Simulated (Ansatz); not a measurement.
Spectroscopic constants of OF-, closed-shell singlet (lowest of 2S+1 = 1, 3, 5 at CCSD(T)/def2-TZVPP on PBE0 minima; our sources give no spin for the ground state, which may be another).

The constants come from a fifth-degree fit in 1/R (seven points, main isotopes). In def2 and cc sets the state is the lowest found near the PBE0 minimum, followed along R. The singlet is held restricted.

Run with Ansatz (Gaussian orbitals). 

Energies at PBE/def2-TZVPP:

| R (Å) | E (hartree) |
|---|---|
| 1.388149 | -174.84786579 |
| 1.425465 | -174.85257327 |
| 1.459796 | -174.85533261 |
| 1.498604 | -174.85696502 |
| 1.537412 | -174.85731274 |
| 1.582191 | -174.85644896 |
| 1.634434 | -174.85413722 |

### Question
With a reduced mass of 8.6839 u, find the minimum, the force constant and the constants.

### Answer
A fifth-degree polynomial in 1/R puts the minimum at r_e = 1.5298 Å with force constant 310 N/m. Then ω_e = (1/2πc)√(k/μ) = 779 cm⁻¹ and B_e = h/(8π²cμr_e²) = 0.8295 cm⁻¹; the cubic and quartic terms give α_e = 0.010 and ω_e x_e = 7.1 cm⁻¹.

Ansatz is a first-principles code.
